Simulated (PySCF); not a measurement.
**`C1(OC)=CCC[Se]1`, C5H8OSe**

Molfile (atoms numbered from 1):
```
C5H8OSe
     RDKit          3D

 15 15  0  0  0  0  0  0  0  0999 V2000
    2.6949   -0.1100    0.0222 C   0  0  0  0  0  0  0  0  0  0  0  0
    1.7212   -0.1086    1.0411 O   0  0  0  0  0  0  0  0  0  0  0  0
    0.4333   -0.0832    0.6511 C   0  0  0  0  0  0  0  0  0  0  0  0
   -0.1276   -0.0144   -0.5516 C   0  0  0  0  0  0  0  0  0  0  0  0
   -1.6272   -0.0794   -0.5991 C   0  0  0  0  0  0  0  0  0  0  0  0
   -2.1832    0.2751    0.7796 C   0  0  0  0  0  0  0  0  0  0  0  0
   -0.7886   -0.1748    2.1159 Se  0  0  0  0  0  2  0  0  0  0  0  0
    3.6583   -0.1690    0.5249 H   0  0  0  0  0  0  0  0  0  0  0  0
    2.6434    0.8089   -0.5703 H   0  0  0  0  0  0  0  0  0  0  0  0
    2.5694   -0.9728   -0.6396 H   0  0  0  0  0  0  0  0  0  0  0  0
    0.4270    0.0328   -1.4734 H   0  0  0  0  0  0  0  0  0  0  0  0
   -2.0234    0.6097   -1.3484 H   0  0  0  0  0  0  0  0  0  0  0  0
   -1.9364   -1.0899   -0.8879 H   0  0  0  0  0  0  0  0  0  0  0  0
   -3.0977   -0.2634    1.0204 H   0  0  0  0  0  0  0  0  0  0  0  0
   -2.3678    1.3471    0.8705 H   0  0  0  0  0  0  0  0  0  0  0  0
  1  2  1  0
  2  3  1  0
  3  4  2  0
  4  5  1  0
  5  6  1  0
  6  7  1  0
  7  3  1  0
  1  8  1  0
  1  9  1  0
  1 10  1  0
  4 11  1  0
  5 12  1  0
  5 13  1  0
  6 14  1  0
  6 15  1  0
M  END
```

Method used: PySCF 2.14.0, GIAO HF/pcSseg-1 magnetisability, rotational g tensor and spin-rotation constants, non-relativistic, gas phase. Geometry: GFN2-xTB.

The calculation is non-relativistic, which matters for the atoms heavier than Zn.

Give the nuclear spin-rotation constants along the inertial axes (H = +C I·J) beside the isotropic shieldings.

Rotational constants 2.9100, 1.4683, 1.0009 GHz. A star marks the isotopologue with that one atom substituted, in its own axes.
| atom | isotope | Caa (kHz) | Cbb (kHz) | Ccc (kHz) | mean (kHz) | σ (ppm) |
| --- | --- | --- | --- | --- | --- | --- |
| H8 | 1H | -0.126 | -0.017 | -0.104 | -0.082 | 28.2 |
| H9 | 1H | -0.290 | -0.081 | -0.012 | -0.128 | 28.7 |
| H10 | 1H | -0.292 | -0.092 | -0.005 | -0.130 | 28.7 |
| H11 | 1H | 0.066 | -0.075 | -0.127 | -0.045 | 27.9 |
| H12 | 1H | -0.302 | -0.019 | -0.064 | -0.128 | 29.6 |
| H13 | 1H | -0.305 | -0.132 | 0.021 | -0.138 | 29.3 |
| H14 | 1H | -0.007 | -0.151 | -0.076 | -0.078 | 29.4 |
| H15 | 1H | -0.255 | -0.161 | 0.030 | -0.129 | 28.8 |
| C1 | 13C* | 0.413 | 0.296 | 0.202 | 0.304 | 139.4 |
| O2 | 17O* | -0.463 | -0.209 | -0.033 | -0.235 | 259.9 |
| C3 | 13C* | 1.576 | 0.449 | 0.249 | 0.758 | 20.9 |
| C4 | 13C* | 1.106 | 0.326 | 0.131 | 0.521 | 100.7 |
| C5 | 13C* | 0.387 | 0.211 | 0.173 | 0.257 | 162.1 |
| C6 | 13C* | 0.381 | 0.184 | 0.185 | 0.250 | 164.1 |
| Se7 | 77Se* | 2.191 | 3.238 | 1.844 | 2.424 | 1636.3 |

For the geometry as given, no vibrational averaging.

How do the rotational constants and the g tensor change when H8, H9, H10, H11, H12, H13, H14, H15 are replaced by deuterium?

Constants 2.5050, 1.2617, 0.8727 GHz; g -0.0141, -0.0059, -0.0021, against -0.0160, -0.0068, -0.0023 before.
